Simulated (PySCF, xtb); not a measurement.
1,1-difluoro-1-methoxyethane (C3H6F2O), SMILES FC(C)(OC)F.

GFN2-xTB in xtb at its own geometry gives an orbital gap of 11.83 eV and a dipole moment of 3.95 D.

Geometry optimised at PBE0-D3(BJ)/def2-SVP. Other conformers were not sampled.

**Question.** What does PySCF with PBE/def2-TZVP give? (The exact figures need the calculation; the answer reports its results.)

**Answer.** gap 7.32 eV (levels -6.92 and 0.40 eV), dipole 2.68 D.
